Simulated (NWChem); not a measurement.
Molecule: SOF, doublet; SMILES O=[S]F

All runs: NWChem. Spin-unrestricted. In the optimisation the excess spin sits in a" (Cs, its own frame). Geometry: optimised at PBE0/def2-SVP, spin-unrestricted. No stability test was run on the SCF state.

For level B3LYP/def2-TZVP:

- highest occupied level (eV) = -7.11
- lowest empty minus highest occupied level, either spin (eV) = 3.38
- dipole (D) = 1.80

Q: How do the values read with level RPBE/def2-TZVP instead?

A: 
- highest occupied level (eV) = -5.69
- lowest empty minus highest occupied level, either spin (eV) = 1.38
- dipole (D) = 1.57
